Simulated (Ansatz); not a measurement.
`COBCl` + H–F → `COBF` + HCl at 700 K and 1 bar (ligand exchange at a B–Cl bond).

Isolated molecules relaxed with PBE0-D4/def2-TZVP in Ansatz; ΔE leaves out vibrations. CCSD(T)/CBS is the MP2 limit (def2-TZVPP, def2-QZVPP) plus CCSD(T) − MP2 in def2-TZVPP, frozen cores. This one scheme is used for every species. Each species was taken in one conformer, which may not be the lowest.

```csv
species,CCSD(T)/CBS energy (Eh),H − E (kJ/mol),S (J/(mol·K))
`COBCl`,-600.27977,205.1,384.0
H–F,-100.39570,45.2,198.5
`COBF`,-240.31409,207.2,369.4
HCl,-460.38127,38.4,211.8
```

H − E and S are ideal-gas, rigid-rotor, harmonic terms from PBE0-D4/def2-TZVP, for one conformer and one mirror image of each species. 1 Eh = 2625.50 kJ/mol, R = 8.31446 J/(mol·K).

**Question.** By hand: ΔE, ΔH, ΔS and ΔG.

**Answer.** ΔE = (-240.31409) + (-460.38127) − (-600.27977) − (-100.39570) = -0.01989 Eh = -52.2 kJ/mol. Δ(H − E) = 207.2 + 38.4 − 205.1 − 45.2 = -4.7, so ΔH = -56.9 kJ/mol. ΔS = 369.4 + 211.8 − 384.0 − 198.5 = -1.3 J/(mol·K). ΔG = -56.9 − 700 × (-1.3)/1000 = -56.0 kJ/mol.

**Question.** By hand: the equilibrium constant, and the temperature at which ΔG would vanish if ΔH and ΔS stayed fixed.

**Answer.** log₁₀ K = −ΔG/(RT ln 10) = 4.2. ΔG = 0 at ΔH/ΔS = 43769 K, far beyond where these terms or the molecules hold.

The number of gas molecules stays the same, so ΔS is small and ΔH decides. A doubt of 5 kJ/mol in ΔE shifts log₁₀ K by 0.4 here. Other conformers and mirror images would add mixing entropy, several J/(mol·K) or more a flexible species. These are equilibria of isolated gas molecules and say nothing of rates. Largest T1 diagnostic: 0.013 (customary marks: 0.02 for closed shells, 0.045 for open ones).
